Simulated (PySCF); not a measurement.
**Radial density of Sb (antimony, neutral)**

r2SCAN, [Kr] 4d10 5s2 5p2 6s1, high-spin 4P determinant (an excited configuration). All numbers are calculated (PySCF 2.14, scalar relativity by spin-free X2C-1e, in x2c-QZVPPall with one added diffuse shell each of s, p, d, f type (14s10p8d5f1g, 128 functions)).

```tsv
r (bohr)	4πr²ρ (e/bohr)	4πr²(ρα − ρβ)
0.0296	60.13	0.0138
0.0499	61.48	0.0324
0.0839	84.45	0.0235
0.141	63.19	-0.0053
0.237	69.13	0.0695
0.399	37.76	0.0012
0.671	24.20	0.1679
1.13	14.06	-0.0063
1.90	3.400	0.8716
3.19	0.9586	0.6112
5.37	0.2497	0.2427
9.04	0.07961	0.0796
15.2	0.0003014	0.0003
```

Densities and radii are taken from the X2C orbitals without a picture-change correction, which distorts them close to the nucleus.

The outer electron is Rydberg-like, and this basis confines it to a smaller radius and binds it less than a complete one would.

Task: Where is the radial spin density 4πr²(ρα − ρβ) most negative, and why is it negative at all?

Result: Around r = 1.13 bohr, down to -0.0063 e/bohr: exchange with the open shell polarises the paired shells in an unrestricted calculation.
